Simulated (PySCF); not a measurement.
Mapped SMILES: `[N:1]#[C:2][CH:3]1[CH2:4][SiH2:5][CH2:6]1`. Hydrogens are named by the atom that carries them. Ha(C4), Ha(Si5), Ha(C6) are cis to C2 on the ring; Hb(C4), Hb(Si5), Hb(C6) are trans to C2 on the ring.

Geometry: PBE0-D3(BJ)/def2-SVP; GIAO absolute shieldings from PySCF 2.14, gas phase, non-relativistic, averaged over equivalent atoms.

At B97-D/pcSseg-1 (144 basis functions, 29 s wall time on 1 thread of an Arm Neoverse N1, shared host):
```tsv
atoms	σ (ppm)
N1	-23.6
C2	58.8
C3	152.9
C4/C6	159.8
Si5	376.7
Ha(Si5)	26.73
Hb(Si5)	26.83
H(C3)	28.46
Ha(C4)/Ha(C6)	29.73
Hb(C4)/Hb(C6)	29.90
```

What do these become at KT2/pcSseg-1?

## Answers


| atoms | σ at KT2/pcSseg-1 | change |
| --- | --- | --- |
| N1 | -14.5 | +9.1 |
| C2 | 66.7 | +7.9 |
| C3 | 155.9 | +3.0 |
| C4/C6 | 163.0 | +3.2 |
| Si5 | 389.9 | +13.2 |
| Ha(Si5) | 26.36 | -0.37 |
| Hb(Si5) | 26.42 | -0.41 |
| H(C3) | 28.06 | -0.40 |
| Ha(C4)/Ha(C6) | 29.38 | -0.35 |
| Hb(C4)/Hb(C6) | 29.58 | -0.32 |

The largest change is at Si5 (silicon bonded to 2 C, 2 H, in a 4-membered ring). Cost: 144 basis functions, 31 s wall time on 1 thread of an Arm Neoverse N1, shared host. The order of the carbon signals is the same at both levels.
